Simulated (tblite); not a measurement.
Compound: CH13BOSi5.
Numbering: `[SiH3:1][CH2:2][Si@H:3]1[O:4][BH:5][SiH2:6][SiH2:7][SiH2:8]1` (hydrogens: H9, H10, H11 on Si1; H12, H13 on C2; H14 on Si3; H15 on B5; H16, H17 on Si6; H18, H19 on Si7; H20, H21 on Si8)

Computed with GFN2-xTB (tblite), gas phase: L-BFGS steps from a force-field or distance-geometry start until the largest atomic force falls under 0.01 eV/Å.

Step 5: E = -618.6640 eV
```
atom  x, y, z in Å  |  force x, y, z in eV/Å
Si1     3.6380   -0.3943    0.0894    0.070  -0.006   0.063
C2      2.2883    0.8565   -0.2818    0.011   0.254   0.049
Si3     0.6208    0.0361   -0.4309   -0.258  -0.015  -0.189
O4      0.1466   -0.7409    0.9110   -0.179  -0.029   0.055
B5     -0.8703   -1.6184    1.0105    0.436   0.201  -0.231
Si6    -2.7014   -1.0071    1.0351   -0.418   0.184  -0.033
Si7    -3.0084    0.5011   -0.7361    0.025  -0.046   0.194
Si8    -0.9765    1.5782   -0.9427   -0.271   0.128  -0.082
H9      3.6310   -1.3947   -0.9756    0.098  -0.071  -0.032
H10     3.3135   -1.0076    1.3729    0.126  -0.089   0.101
H11     4.9109    0.3098    0.1358    0.235   0.000   0.041
H12     2.4274    1.3541   -1.2364    0.196  -0.046  -0.144
H13     2.2416    1.6660    0.4412    0.122  -0.041   0.207
H14     0.6685   -1.0362   -1.4293    0.147  -0.113  -0.262
H15    -0.5937   -2.7151    0.7354    0.138  -0.601   0.149
H16    -3.0334   -0.2892    2.2691   -0.220   0.001   0.109
H17    -3.6877   -2.0803    0.8338   -0.057  -0.024   0.215
H18    -3.2589   -0.2496   -1.9852   -0.175   0.157   0.086
H19    -4.0974    1.4623   -0.4978   -0.091  -0.161  -0.174
H20    -0.9012    2.6976    0.0156    0.007   0.108  -0.193
H21    -0.7667    2.0887   -2.3037    0.060   0.210   0.071
```

Step 6: E = -618.7443 eV
```
atom  x, y, z in Å  |  force x, y, z in eV/Å
Si1     3.6617   -0.4017    0.0979   -0.097   0.110   0.035
C2      2.3013    0.8559   -0.2667   -0.190   0.051  -0.087
Si3     0.6135    0.0540   -0.4749   -0.053  -0.157   0.227
O4      0.1326   -0.7572    0.8567   -0.109   0.159   0.013
B5     -0.8625   -1.6382    1.0230    0.194   0.040  -0.479
Si6    -2.7211   -1.0072    1.0509    0.088   0.033   0.066
Si7    -3.0193    0.4951   -0.7185   -0.236   0.078  -0.031
Si8    -0.9998    1.5945   -0.9515   -0.164   0.189  -0.122
H9      3.6415   -1.3988   -0.9759    0.117  -0.018   0.032
H10     3.3287   -1.0173    1.3837    0.163  -0.050   0.020
H11     4.9385    0.3086    0.1407    0.126  -0.065   0.039
H12     2.4273    1.3491   -1.2253    0.344   0.002  -0.176
H13     2.2592    1.6734    0.4474    0.078  -0.088   0.235
H14     0.6854   -1.0490   -1.4379    0.151  -0.029  -0.330
H15    -0.5553   -2.7481    0.7518   -0.093  -0.237   0.323
H16    -3.0694   -0.2905    2.2855   -0.158  -0.019   0.055
H17    -3.6974   -2.0832    0.8667   -0.149  -0.100   0.161
H18    -3.2899   -0.2336   -1.9907   -0.081   0.188   0.240
H19    -4.1341    1.4584   -0.5234    0.096  -0.263  -0.138
H20    -0.8986    2.7281   -0.0052   -0.012   0.020  -0.193
H21    -0.7513    2.1247   -2.3039   -0.015   0.155   0.109
```

Step 7: E = -618.7797 eV
```
atom  x, y, z in Å  |  force x, y, z in eV/Å
Si1     3.6707   -0.4028    0.1022   -0.142   0.143   0.005
C2      2.3035    0.8577   -0.2620   -0.192  -0.034  -0.122
Si3     0.6082    0.0598   -0.4925    0.038  -0.149   0.254
O4      0.1255   -0.7606    0.8358   -0.043   0.187  -0.015
B5     -0.8554   -1.6466    1.0186   -0.027  -0.076  -0.468
Si6    -2.7306   -1.0054    1.0576    0.283  -0.089   0.101
Si7    -3.0267    0.4931   -0.7099   -0.276   0.112  -0.106
Si8    -1.0141    1.6044   -0.9575   -0.065   0.124  -0.106
H9      3.6486   -1.4012   -0.9757    0.120   0.029   0.081
H10     3.3386   -1.0229    1.3894    0.173  -0.022  -0.026
H11     4.9536    0.3070    0.1438    0.036  -0.104   0.037
H12     2.4342    1.3466   -1.2242    0.352   0.017  -0.107
H13     2.2686    1.6751    0.4556    0.041  -0.134   0.163
H14     0.6960   -1.0554   -1.4485    0.140   0.063  -0.285
H15    -0.5398   -2.7694    0.7652   -0.165  -0.016   0.366
H16    -3.0886   -0.2912    2.2942   -0.113  -0.036   0.017
H17    -3.7042   -2.0862    0.8847   -0.150  -0.091   0.140
H18    -3.3055   -0.2228   -1.9887   -0.047   0.162   0.250
H19    -4.1490    1.4518   -0.5375    0.101  -0.236  -0.100
H20    -0.8977    2.7421   -0.0183   -0.022   0.009  -0.165
H21    -0.7447    2.1440   -2.3019   -0.045   0.141   0.085
```

Q: Estimate the geometry and energy of step 8. (The exact step hangs on the optimiser's Hessian estimate; all steps are aligned on step 7, rigid shifts and turns removed.)

A: E = -618.8233 eV, largest force 0.472 eV/Å
```
atom  x, y, z in Å  |  force x, y, z in eV/Å
Si1     3.6792   -0.4011    0.1076   -0.147   0.137  -0.029
C2      2.3025    0.8607   -0.2589   -0.090  -0.109  -0.125
Si3     0.6011    0.0646   -0.5122    0.117  -0.062   0.133
O4      0.1155   -0.7609    0.8113    0.010   0.110  -0.031
B5     -0.8465   -1.6585    1.0018   -0.279  -0.163  -0.311
Si6    -2.7388   -1.0043    1.0675    0.370  -0.236   0.100
Si7    -3.0406    0.4925   -0.7000   -0.180   0.101  -0.107
Si8    -1.0344    1.6188   -0.9672    0.073  -0.027  -0.056
H9      3.6605   -1.4036   -0.9734    0.115   0.090   0.140
H10     3.3554   -1.0308    1.3964    0.173   0.020  -0.081
H11     4.9739    0.3024    0.1486   -0.094  -0.142   0.032
H12     2.4515    1.3435   -1.2253    0.299   0.033   0.030
H13     2.2817    1.6736    0.4702   -0.025  -0.196   0.012
H14     0.7130   -1.0615   -1.4688    0.112   0.202  -0.180
H15    -0.5235   -2.7990    0.7907   -0.208   0.238   0.351
H16    -3.1159   -0.2929    2.3059   -0.029  -0.069  -0.050
H17    -3.7158   -2.0917    0.9113   -0.093  -0.026   0.116
H18    -3.3268   -0.2054   -1.9805   -0.020   0.077   0.173
H19    -4.1664    1.4380   -0.5578    0.006  -0.116  -0.031
H20    -0.8971    2.7605   -0.0390   -0.037   0.013  -0.105
H21    -0.7372    2.1722   -2.2976   -0.075   0.126   0.020
```

The energy changes by -0.0436 eV. The first-order estimate −F·Δx gives -0.0638 eV and the mean of the old and new forces, exact on a quadratic surface, -0.0436 eV. The step makes an angle of 62° with the force vector and moves no atom by more than 0.042 Å.

What follows is the cost of the whole relaxation. The run took 11 s wall on one thread of an Intel Xeon at 2.50 GHz, no GPU, shared host with 64 logical CPUs at a one-minute load of 56.
